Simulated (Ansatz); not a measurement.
Reaction (ligand exchange at the Si–O bond): `O[SiH2]O[SiH]1C=C1` + `CC(O)=S` → `CC(=S)O[SiH2]O` + `O[SiH]1C=C1`

Calculated with Ansatz (gas phase, PBE0-D4/def2-TZVP geometries, no zero-point term in ΔE). CCSD(T)/CBS is the MP2 limit (def2-TZVPP, def2-QZVPP) plus CCSD(T) − MP2 in def2-TZVPP, frozen cores. Each species was taken in one conformer, which may not be the lowest.

| species | HF/def2-QZVPP energy (Eh) |
| --- | --- |
| `O[SiH2]O[SiH]1C=C1` | -807.06172 |
| `CC(O)=S` | -550.54908 |
| `CC(=S)O[SiH2]O` | -915.65571 |
| `O[SiH]1C=C1` | -441.93253 |

Task: Work out ΔE.

Result: ΔE = (-915.65571) + (-441.93253) − (-807.06172) − (-550.54908) = 0.02256 Eh = +0.61 eV. CCSD(T)/CBS gives +0.49 eV.

Largest T1 diagnostic among the species: 0.017.

The D4 term adds −0.04 eV with B3LYP and −0.02 eV with PBE0; it sums over pairs of atoms, weighted by their polarisabilities, and B3LYP, whose exchange is more repulsive, gets the larger term. In def2-TZVPP, CCSD(T) changes the Hartree–Fock value by −0.11 eV (the triples alone add −0.02 eV) and MP2 by −0.12 eV.

B3LYP here is the variant with VWN-RPA as its local correlation; programs differ in this.
